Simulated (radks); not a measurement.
Values are calculated unless marked as measured or tabulated.
Problem. The europium ion Eu46+, configuration [Ne] 3s2 3p5. Code: a radial shooting solver on a logarithmic mesh with Libxc functionals. Model: Dirac Kohn-Sham, BLYP, spin-unpolarised, spherical densities, finite nucleus; open shells fill j = l - 1/2 first; Fermi nuclear charge, rms radius 5.1115 fm. Some entries of the table are withheld. Estimate them.

| orbital | occ. | eigenvalue (eV) | r(max) (bohr) |
|---|---|---|---|
| 1s1/2 | 2 | (1) | 0.01420 |
| 2s1/2 | 2 | (2) | 0.08034 |
| 2p1/2 | 2 | -10440.80 | 0.06077 |
| 2p3/2 | 4 | -9779.686 | 0.06640 |
| 3s1/2 | 2 | -4186.463 | 0.2173 |
| 3p1/2 | 2 | -4046.377 | 0.2034 |
| 3p3/2 | 3 | -3880.267 | 0.2136 |

Solution. 
(1) 1s1/2 eigenvalue (eV): -51299.11
(2) 2s1/2 eigenvalue (eV): -10815.21
